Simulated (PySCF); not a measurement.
**CoSBr, singlet: structure and spectrum**

Level of theory: PySCF, PBE0, basis Co def2-TZVP, S def2-TZVP, Br def2-TZVP (no relativity, density fitting).

The structure is a minimum.

Coordinates in bohr (charge 0 multiplicity 1):
```
Co   -1.1129    0.0000   -1.0275
S    -4.4710    0.0000    0.2960
Br    2.6418    0.0000    0.6472
```

* Point group: Cs
* Bond lengths: Co–Br 2.176 Å, Co–S 1.910 Å
* Bond angles: Br–Co–S 134.5°
* Rotational constants: 0.7869, 0.04687, 0.04423 cm⁻¹
* Dipole moment: 1.27 D
* Zero-point energy: 5.9 kJ/mol
* Lowest empty level: -4.73 eV
* Heat capacity Cp at 298.15 K: 52.7 J/(mol K)
* Highest occupied level: -7.69 eV
* Atomisation energy without zero-point energy: 456 kJ/mol
* Principal polarisabilities: 41.6, 51.3, 114.1 bohr³
* Principal quadrupole moments (Buckingham, traceless) about the centre of mass: -1.50, 0.34, 1.16 D Å
* Rotational symmetry number: 1
* Entropy at 298.15 K and 1 bar: 309.5 J/(mol K)
* Enthalpy at 298.15 K above 0 K: 13.52 kJ/mol

Harmonic modes (masses in u: Co 58.933, S 31.972, Br 78.918):
```tsv
symmetry	ω (cm⁻¹)	IR (km/mol)
a'	59	2.9
a'	319	24.9
a'	604	48.1
```

Charges (e):
| atom | Mulliken | Löwdin | polar tensor | Mayer order to Co1 |
| --- | --- | --- | --- | --- |
| Co1 | 0.57 | -0.44 | 0.82 | – |
| S2 | -0.29 | 0.28 | -0.35 | 2.22 |
| Br3 | -0.28 | 0.16 | -0.47 | 1.09 |

Mulliken populations on Co1: s 6.50, p 12.27, d 7.65, f 0.00.

Outer orbital energies (eV). occupied: -10.28, -9.76, -9.68, -9.16, -8.87, -8.39, -8.21, -7.69; empty: -4.73, -4.34, -0.70, 2.02.

Other isomers or separated fragments may lie lower. At this level a quintet minimum of C∞v symmetry lies 196 kJ/mol below this structure. At the minimum of this search the closed-shell solution is unstable towards spin polarisation, so a lower open-shell solution exists.

The final relaxation and frequency run took of the order of 2.5 core-minutes on a shared host.
